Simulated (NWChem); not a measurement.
Species: CHOS cation; SMILES O=C=[SH+]

Results from NWChem. Medium grid unless said otherwise, to which SCAN and Minnesota functionals are sensitive. Structure relaxed at the PBE0-D3(BJ)/def2-TZVP level. Hybrids' shares of exact exchange are those that their runs print; pure functionals count as 0. The functionals differ in more than this share.

```
row             share of exact exchange  highest occupied level (eV)
--------------  -----------------------  ---------------------------
PBE/def2-SVP                       0.00                       -14.99
PW91/def2-SVP                      0.00                       -15.03
TPSSh/def2-SVP                     0.10                     withheld
B3LYP/def2-SVP                     0.20                       -15.98
M06/def2-SVP                       0.27                       -16.30
```

Task: Fit a straight line of the last column on the one before it, predict the withheld value, and compare with the run.

Result: 
1. Means of the 4 shown rows: x = 0.118, y = -15.575. Slope Σ(x − x̄)(y − ȳ)/Σ(x − x̄)² = -0.2768/0.05768 = -4.798; intercept -15.011.
2. The shown rows scatter about the line by 0.015 (root mean square); the largest residual is +0.02, at PBE/def2-SVP.
3. At x = 0.10 (TPSSh/def2-SVP; inside the shown range) the line gives -15.49.
4. The run gives -15.62, -0.13 from the line.
